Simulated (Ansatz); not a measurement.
`C[SiH2][GaH][Cl]` + `CSP` → `C[SiH2]SP` + `[CH3][GaH][Cl]`  (redistribution)

Program: Ansatz. Geometries: PBE0-D4/def2-TZVP. ΔE: electronic, gas phase. CBS: MP2 limit from def2 TZ/QZ plus the TZ coupled-cluster correction, frozen cores. DFT in def2-TZVPP. For Ga outer-core shells are correlated without core-valence functions, which leaves a few kJ/mol of doubt a bond. Scalar relativity is left out up to krypton. Each species was taken in one conformer, which may not be the lowest.

(1) Is it downhill or uphill in electronic energy at CCSD(T)/CBS, and by how much? (Estimate.)

(2) What do these levels give: PBE0-D4, ωB97X-V, ωB97M-V, BLYP, r2SCAN, LC-ωPBE, HF/def2-SVP, HF/def2-TZVPP, CCSD/def2-TZVPP, CCSD(T)/def2-TZVPP, MP2/def2-QZVPP, CCSD/CBS(def2)? (Best estimate.)

Largest T1 diagnostic among the species: 0.012.

## Answers

(1) The calculation gave: Downhill: ΔE = -23.3 kcal/mol.

(2) Ansatz gave: PBE0-D4 -20.9, ωB97X-V -21.9, ωB97M-V -23.1, BLYP -18.9, r2SCAN -22.0, LC-ωPBE -22.2, HF/def2-SVP -21.7, HF/def2-TZVPP -22.2, CCSD/def2-TZVPP -22.7, CCSD(T)/def2-TZVPP -22.9, MP2/def2-QZVPP -25.6, CCSD/CBS(def2) -23.1 kcal/mol.

From PBE to PBE0 (25 % exact exchange), in def2-TZVPP and without D4, ΔE moves by −1.3 kcal/mol. The D4 term adds −0.9 kcal/mol with B3LYP and −0.5 kcal/mol with PBE0; it sums over pairs of atoms, weighted by their polarisabilities, and B3LYP, whose exchange is more repulsive, gets the larger term.

B3LYP here is the variant with VWN-RPA as its local correlation; programs differ in this.
